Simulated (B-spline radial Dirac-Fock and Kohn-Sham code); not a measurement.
The computed values come from a radial finite-basis atomic code: the Dirac equation of a negative muon with reduced mass in the field of a spherical finite nucleus, with the Uehling potential to all orders; nuclear polarisation, deformation, hyperfine structure, self-energy, higher-order vacuum polarisation, relativistic recoil and electron screening are left out. The nuclear charge is a Fermi distribution (skin thickness 2.3 fm).

Q: A muonic atom of atomic mass 187.97 u emits these computed lines: 2p3/2 → 1s1/2 5876 keV, 3d5/2 → 2p3/2 2397 keV, 4f7/2 → 3d5/2 892.5 keV, 5g9/2 → 4f7/2 410.4 keV. Which element is it, and what rms charge radius was used?

A: Mercury (Z = 80, nuclide ¹⁸⁸Hg); the high transitions hardly feel the nucleus and fix Z. The 2p → 1s line lies 9387 keV below the value for a point nucleus without QED, which for this nuclear model gives a radius near 5.41 fm (5.4085 fm was used).
